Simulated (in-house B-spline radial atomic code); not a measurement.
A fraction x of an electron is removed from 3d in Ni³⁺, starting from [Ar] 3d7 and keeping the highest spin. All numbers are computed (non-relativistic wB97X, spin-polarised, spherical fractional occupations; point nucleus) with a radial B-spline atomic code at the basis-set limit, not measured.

Caution: exact exchange at fractional occupations of open shells leaves self-interaction of up to several eV.

```tsv
x	E(x) - E(0) (eV)	3d down level (eV)
0	0.0000	-43.889
0.08	3.5656	-45.253
0.2	9.1201	-47.327
0.32	14.9255	-49.434
0.47	22.5407	-52.111
0.5	24.1122	-52.652
0.54	26.2327	-53.377
0.63	31.1105	-55.020
0.82	41.8978	-58.544
0.93	48.4514	-60.617
1	52.7412	-61.949
```

The exact functional would give a straight line between the two integer points. Deviations E(x) - E(0) - x[E(1) - E(0)], in eV: -0.654 at x = 0.08, -1.428 at x = 0.2, -1.952 at x = 0.32, -2.248 at x = 0.47, -2.258 at x = 0.5, -2.248 at x = 0.54, -2.116 at x = 0.63, -1.35 at x = 0.82, -0.598 at x = 0.93.

The curve lies below the straight line by up to 2.258 eV (at x = 0.5): convex, the delocalisation error, to which spherically averaged exact exchange adds.

**Question.** How well does Slater's transition state (minus the level at half occupation) give the ionisation energy?

**Answer.** It gives 52.652 eV against 52.741 eV from the two total energies; NIST lists 54.92 eV, ground level to ground level. The end point has an open shell averaged over its orbitals, so its exact exchange keeps a self-interaction and this is no true integer point.
